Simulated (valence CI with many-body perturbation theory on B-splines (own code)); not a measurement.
# Sm5+: what each term of the Hamiltonian does

Calculated by relativistic CI+MBPT: three valence electrons over a frozen Dirac-Fock core [Xe], radial functions for each j: 8 s, 8 p, 9 d, 9 f, 6 g, 3 h, 2 i, with the one-electron correlation potential Σ1 (screened to all orders), the two-electron term Σ2, the three-electron term Σ3, Breit, model QED; the open f shell's mean field enters the energy denominators; selected single and double excitations, second order for the rest, scaled by the run's own slope (own B-spline code, finite nucleus).

With an open or low-lying f shell, different configurations can be misplaced against each other by up to about 5,000 cm⁻¹. No measured levels were compared; by estimate terms of the open shell hold to a few per cent of their energy, and close levels can change places. Core correlation moves these levels by up to 2500 cm⁻¹, and in measured spectra 5 to 20 % of such shifts remained as error; rates that hang on mixing are uncertain with them. Only levels of the ground parity were solved; by the run's estimate the other parity begins above the list, which can be wrong where configurations are misplaced.

Each rung adds one term. CI alone is the Dirac-Coulomb CI over the frozen core; QED comes last and gives the full result, which names the levels. Energies are above 4f3 4I°_9/2 on the same rung, in cm⁻¹. A blank means that the level has no clear partner on that rung.

Names give the largest LS component (configuration and term), which can be under half, so a name can repeat, a term be missing and a line seem to break the LS rules; names also repeat where a configuration has a term twice. Letters in brackets count levels of one name in rising energy.

| Level | CI alone | + Σ1 | + Σ2 | + Σ3 | + Breit | Full |
| --- | --- | --- | --- | --- | --- | --- |
| 4f3 4I°_11/2 | 2625 | 2927 | 3336 | 3346 | 3079 | 3096 |
| 4f3 4I°_13/2 | 5408 | 6005 | 6798 | 6813 | 6263 | 6296 |
| 4f3 4I°_15/2 | 8287 | 9166 | 10318 | 10329 | 9491 | 9538 |
| 4f3 4F°_3/2 | 16238 | 16752 | 15384 | 15331 | 15403 | 15412 |
| 4f3 2H°_9/2 [a] | 16106 | 16708 | 17347 | 17019 | 16904 | 16917 |
| 4f3 4F°_5/2 | 17726 | 18434 | 17360 | 17279 | 17166 | 17187 |
| 4f3 4F°_7/2 | 18940 | 19751 | 19038 | 18901 | 18646 | 18673 |
| 4f3 4S°_3/2 | 18352 | 19143 | 18270 | 19030 | 18873 | 18898 |
| 4f3 4F°_9/2 | 20446 | 21456 | 21302 | 21149 | 20707 | 20745 |
| 4f3 2H°_11/2 [a] | 20544 | 21640 | 23083 | 22773 | 22261 | 22301 |
| 4f3 4G°_5/2 | 24610 | 25374 | 23193 | 23322 | 23367 | 23380 |
| 4f3 2G°_7/2 [a] | 22983 | 23970 | 23943 | 23786 | 23623 | 23648 |
| 4f3 2K°_13/2 | 25778 | 26749 | 26710 | 26586 | 26183 | 26209 |
| 4f3 4G°_7/2 | 26704 | 27751 | 26890 | 26711 | 26435 | 26469 |
| 4f3 4G°_9/2 |  |  | 27580 | 27628 | 27229 | 27268 |
| 4f3 2D°_3/2 [a] | 28046 | 29095 | 28498 | 29037 | 28959 | 28983 |
| 4f3 2K°_15/2 | 28631 | 29878 | 30048 | 29930 | 29291 | 29330 |
| 4f3 2G°_9/2 [a] |  |  | 30769 | 30429 | 29774 | 29832 |
| 4f3 4G°_11/2 | 30563 | 31977 | 30852 | 30903 | 30269 | 30319 |
| 4f3 2P°_1/2 | 30429 | 31630 | 31172 | 32129 | 31989 | 32019 |
| 4f3 2D°_5/2 [a] | 31299 | 32623 | 33066 | 33306 | 32976 | 33016 |
| 4f3 2P°_3/2 | 34818 | 36520 | 36681 | 37304 | 36802 | 36859 |
| 4f3 4D°_3/2 | 40015 | 41252 | 38124 | 38424 | 38380 | 38404 |
| 4f3 4D°_5/2 | 40360 | 41596 | 38221 | 38487 | 38494 | 38514 |
| 4f3 2I°_11/2 | 39782 | 41101 | 39062 | 39560 | 39274 | 39301 |
| 4f3 4D°_1/2 | 41083 | 42502 | 39378 | 39678 | 39473 | 39508 |
| 4f3 2L°_15/2 | 41636 | 43092 | 40827 | 40926 | 40350 | 40388 |
| 4f3 2I°_13/2 | 41567 | 43121 | 41595 | 42208 | 41624 | 41666 |
| 4f3 4D°_7/2 | 43601 | 45220 | 42197 | 42403 | 42099 | 42142 |
| 4f3 2L°_17/2 | 43838 | 45465 | 43210 | 43330 | 42547 | 42592 |
| 4f3 2H°_9/2 [b] | 45703 | 47293 | 44586 | 44574 | 44241 | 44278 |

Q: How does the ionisation energy move along the ladder, and which term matters most?

A: CI alone 72.077, + Σ1 76.610, + Σ2 86.264, + Σ3 86.279, + Breit 86.408, + QED 86.435 eV. The largest step is Σ2, 9.654 eV. NIST lists 87 ± 4 eV (theoretical).
